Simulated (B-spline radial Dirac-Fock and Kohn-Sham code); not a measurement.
# Diagram lines of Os⁺

System: the Os⁺ ion, configuration [Xe] 4f14 5d6 6s1.

Input of the calculation (task.json; shells as n, l, electrons):

```json
{"items": [{
  "Z": 76,
  "q": 1,
  "cfg": [[1, 0, 2], [2, 0, 2], [2, 1, 6], [3, 0, 2], [3, 1, 6], [3, 2, 10], [4, 0, 2], [4, 1, 6], [4, 2, 10], [4, 3, 14], [5, 0, 2], [5, 1, 6], [5, 2, 6], [6, 0, 1]],
  "A": 192,
  "rrms": 5.4126,
  "do": ["binding"]
}]}
```

Command: `python xray_run.py task.json out`

Level of theory: Dirac-Fock (average of configuration) total-energy differences with a finite nucleus, the Breit interaction including its frequency dependence, and self-energy and vacuum-polarisation corrections; a radial finite-basis atomic code. A line energy is the difference of two single-hole energies; the list is a selection of electric-dipole transitions between resolved j subshells. Electron correlation is not included.

```
 line  energy (keV)  wavelength (Å)
 Kβ2'        73.392         0.16893
Kβ2''        73.314         0.16911
  Kβ1        71.404         0.17364
  Kβ3        71.070         0.17445
  Kα1        62.995         0.19682
  Kα2        61.481         0.20166
  Lγ4        12.930         0.95887
  Lγ3        12.500         0.99190
  Lγ2        12.421         0.99817
  Lγ1        12.091          1.0254
  Lγ5        11.723          1.0576
  Lβ2        10.592          1.1706
 Lβ15        10.577          1.1722
  Lβ3        10.512          1.1795
  Lβ1        10.354          1.1974
  Lβ6        10.209          1.2145
  Lβ4        10.178          1.2182
   Lη        9.3287          1.3291
  Lα1        8.9111          1.3913
  Lα2        8.8401          1.4025
   Lℓ        7.8148          1.5865
   Mγ        2.1825          5.6808
   Mβ        1.9814          6.2574
  Mα1        1.9131          6.4807
  Mα2        1.9104          6.4898
  Mζ1        1.4862          8.3422
  Mζ2        1.4786          8.3854
```
